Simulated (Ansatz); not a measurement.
The cluster Cu2Pt. Total charge 0; triplet. Geometry r2SCAN-D4/def2-TZVP; atoms count from 1.

```xyz
3

Pt    1.406    0.243    0.202
Cu   -0.815   -0.398    1.011
Cu   -0.591    0.156   -1.213
```

In the def2 sets Pt takes a core potential; there is no spin–orbit coupling. At PBE0-D4/def2-TZVP a singlet of charge 0 lies 0.83 eV below the triplet, each at its own geometry. The structure comes from a short search, and lower isomers may exist.

(1) Estimate the Mulliken populations from the PBE0/def2-TZVP orbitals of Ansatz.

(2) Where does the spin sit?

(3) And the Mayer bond orders between heavy atoms (over 0.3)?

Results:

(1) 
```
atom  charge (e)  spin (α − β)  d electrons
 Pt1       -0.10          1.49         8.79
 Cu2        0.05          0.25         9.92
 Cu3        0.05          0.25         9.92
```
Mulliken values depend strongly on the basis.

(2) Summed by element: Pt 1.49, Cu 0.51, of 2 unpaired in all. Largest on single atoms: Pt1 1.49, Cu2 0.25, Cu3 0.25.

(3) Pt1–Cu2 0.52 (2.45 Å); Pt1–Cu3 0.52 (2.45 Å); Cu2–Cu3 0.76 (2.30 Å).
